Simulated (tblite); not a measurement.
C7H10N2OSi.
Z-matrix (Å and degrees, GFN2-xTB geometry), rows numbered from 1:
```
O 
C   1  1.2108
C   2  1.4401  1  127.02
C   3  1.3952  2  128.29  1  -179.91
C   4  1.3963  3  105.81  2  -179.91
Si  5  1.8758  4  129.96  3  -179.72
N   5  1.3360  4  109.16  3    -0.01
N   7  1.3125  5  107.88  4     0.02
C   8  1.4192  3  127.37  2     0.01
C   9  1.5026  8  117.99  3  -144.80
C  10  1.4948  9   60.15  8  -107.78
H   2  1.1072  1  120.81  3  -180.00
H   4  1.0712  3  126.86  2     0.08
H   6  1.4662  5  107.63  4   -44.07
H   6  1.4595  5  108.66  4  -164.79
H   6  1.4664  5  108.90  4    74.17
H   9  1.0807  8  112.12  3     0.83
H  10  1.0789  9  116.64 11   107.69
H  10  1.0787  9  117.93 11  -109.51
H  11  1.0790  9  116.59 10  -107.68
H  11  1.0787  9  117.96 10   109.38
```

Computed values, GFN2-xTB/tblite, gas phase, harmonic and unscaled. The method is semi-empirical: single wavenumbers can be off by several per cent or more. Modes of hydrogen on silicon can be 10 to 20 % off. One conformer, not necessarily the lowest.

Harmonic wavenumbers (cm⁻¹): 25.6, 45.4, 80.5, 109.7, 115.5, 163.9, 203.7, 249.0, 259.5, 379.1, 415.5, 421.1, 519.4, 536.6, 563.8, 629.9, 662.1, 701.3, 766.7, 774.3, 779.3, 792.8, 805.1, 811.5, 857.9, 914.1, 965.9, 980.4, 984.8, 1064.7, 1068.6, 1074.1, 1078.1, 1086.7, 1150.6, 1161.8, 1239.2, 1313.1, 1341.0, 1361.8, 1367.6, 1409.3, 1427.3, 1430.6, 1470.2, 1497.6, 1720.8, 2239.0, 2245.3, 2302.3, 2773.1, 3085.7, 3096.4, 3097.8, 3109.2, 3126.9, 3174.4.

A = 1395, B = 701.7, C = 487.3 MHz; mass 166.056 u (most abundant isotopes); point group C1, symmetry number 1.

Question: Zero-point energy?

Answer: ½Σν̃ = 33514 cm⁻¹ = 400.92 kJ/mol.

Question: What is S at 400 K and 1 bar for an ideal gas of classical rigid rotors and harmonic oscillators?

Answer: Translation 178.72, rotation 132.90, vibration 210.34: S = 522.0 J/(mol K).

Question: And Cp and H(400 K) − H(0)?

Answer: Cp = 239.11 J/(mol K), of which vibrations give 205.85 (their classical limit is 57 R = 473.9); H(400 K) − H(0) = 55.22 kJ/mol without the zero-point energy, 41.91 from vibrations.

Question: Which modes carry the vibrational entropy at 400 K?

Answer: 25.6 cm⁻¹: 28.15; 45.4 cm⁻¹: 23.39; 80.5 cm⁻¹: 18.65; 109.7 cm⁻¹: 16.10; 115.5 cm⁻¹: 15.68; 163.9 cm⁻¹: 12.83 J/(mol K); the other 51 give 95.55 together.

Question: Blend soft modes into free rotors: weight 1/[1 + (100 cm⁻¹/ν̃)⁴] for the oscillator and the rest for a rotor with moment μB/(μ + B), μ = h/(8π²ν), B = 10⁻⁴⁴ kg m². What vibrational entropy results?

Answer: 188.48 J/(mol K) in place of 210.34, which changes −T·S at 400 K by +8.75 kJ/mol.

Hindered rotation and anharmonicity are outside this model. Other conformers, if any are populated, would add a mixing term that is left out. The structure is chiral; the term R ln 2 for an equal mix with its mirror image is left out.

On Arm Neoverse V2, one thread, no GPU (shared host), this took 0.84 s. The figure is for the frequency step alone.
